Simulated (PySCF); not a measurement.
## Atomic charges by several schemes

Compound: C7H6F3OP.
Numbering: `[O:1]=[P:2]1([C:3]([F:4])=[C:5]([F:6])[F:7])[CH:8]=[CH:9][CH2:10][CH:11]=[CH:12]1` (hydrogens: H13 on C8; H14 on C9; H15, H16 on C10; H17 on C11; H18 on C12)

Structure used (GFN2-xTB), in Å, numbered top down from 1:
```xyz
18
C7H6F3OP angstrom
O      1.2025   -0.2720    1.9902
P      0.5474   -0.1244    0.6945
C      1.7147   -0.2892   -0.7223
F      1.1829   -0.1830   -1.9563
C      3.0193   -0.5044   -0.6015
F      3.6435   -0.6228    0.5483
F      3.8758   -0.6289   -1.6072
C     -0.7365   -1.3143    0.2705
C     -1.7385   -0.9798   -0.5316
C     -1.8987    0.3488   -1.1970
C     -1.3088    1.5100   -0.4637
C     -0.2600    1.4472    0.3459
H     -0.6737   -2.2778    0.7568
H     -2.5163   -1.7006   -0.7513
H     -1.4224    0.2937   -2.1835
H     -2.9602    0.5368   -1.3760
H     -1.7980    2.4602   -0.6384
H      0.1183    2.3068    0.8816
```

Density: PBE0/pcSseg-1 (PySCF); schemes: Mulliken, IAO, Hirshfeld and ESP-fitted. The structure is a single GFN2-xTB conformer in the gas phase; no vibrational or solvent corrections.

Task: Tabulate the Mulliken, IAO, Hirshfeld and ESP-fitted charges.

Result: In e; atoms taken as equivalent share a row and are averaged (×n: the atom named and its like, n in all):

```tsv
atom	environment	Mulliken	IAO	Hirshfeld	ESP-fitted
O1	phosphoryl oxygen	-0.569	-0.901	-0.395	-0.632
P2	phosphoryl phosphorus	+1.084	+1.540	+0.404	+1.034
C3	vinylic C–F carbon	-0.109	-0.108	-0.031	-0.331
F4	vinyl fluorine	-0.268	-0.264	-0.075	-0.068
C5	=CF2 carbon	+0.573	+0.538	+0.161	+0.493
F6	vinyl fluorine	-0.205	-0.213	-0.042	-0.143
F7	vinyl fluorine	-0.234	-0.232	-0.064	-0.147
C8/C12	alkene CH carbon	-0.380	-0.448	-0.108	-0.477
C9/C11	alkene CH carbon	-0.095	-0.098	-0.014	+0.041
C10	allylic carbon	-0.180	-0.289	-0.066	-0.218
H13/H18	vinylic hydrogen	+0.138	+0.178	+0.061	+0.207
H14/H17	vinylic hydrogen	+0.122	+0.159	+0.058	+0.112
H15	methylene hydrogen	+0.188	+0.188	+0.058	+0.123
H16	methylene hydrogen	+0.149	+0.160	+0.057	+0.120
```

Mean size of the charges over all atoms: IAO 0.344 e, Mulliken 0.279 e, ESP-fitted 0.277 e, Hirshfeld 0.102 e. Each set sums to the total charge, 0, to within 0.001 e. The ESP scheme is a least-squares fit of atom-centred charges to the potential on four shells outside the van der Waals surface, with the total charge fixed. The Mulliken scheme counts on each atom the diagonal of the density matrix times the overlap matrix over that atom's basis functions.

Lowest charge. All schemes agree: Mulliken O1 (-0.569); IAO O1 (-0.901); Hirshfeld O1 (-0.395); ESP-fitted O1 (-0.632).

Highest charge. All schemes agree: Mulliken P2 (+1.084); IAO P2 (+1.540); Hirshfeld P2 (+0.404); ESP-fitted P2 (+1.034).

Task: How closely do the schemes follow one another over all atoms?

Result: Correlation coefficient and root-mean-square difference: Mulliken with IAO 0.99, 0.139 e; IAO with Hirshfeld 0.97, 0.346 e; IAO with ESP-fitted 0.96, 0.165 e; Mulliken with ESP-fitted 0.96, 0.102 e; Mulliken with Hirshfeld 0.95, 0.233 e; Hirshfeld with ESP-fitted 0.94, 0.239 e.

Task: Sum the charges by element, for elements with more than one atom.

Result: 
```json
{"element": "C", "atoms": "7", "Mulliken": "-0.666", "IAO": "-0.950", "Hirshfeld": "-0.180", "ESP-fitted": "-0.927"}
{"element": "F", "atoms": "3", "Mulliken": "-0.706", "IAO": "-0.709", "Hirshfeld": "-0.181", "ESP-fitted": "-0.357"}
{"element": "H", "atoms": "6", "Mulliken": "+0.857", "IAO": "+1.020", "Hirshfeld": "+0.352", "ESP-fitted": "+0.883"}
```

Task: How many electrons does the IAO scheme count on C12?

Result: Its own charge is -0.448 e, so Z − q = 6.448.

These values come from a run that also computed NMR shieldings. On Arm Neoverse V1, one thread, on a shared host, this took 66 s of wall time and 1.1 GiB of memory at its peak.
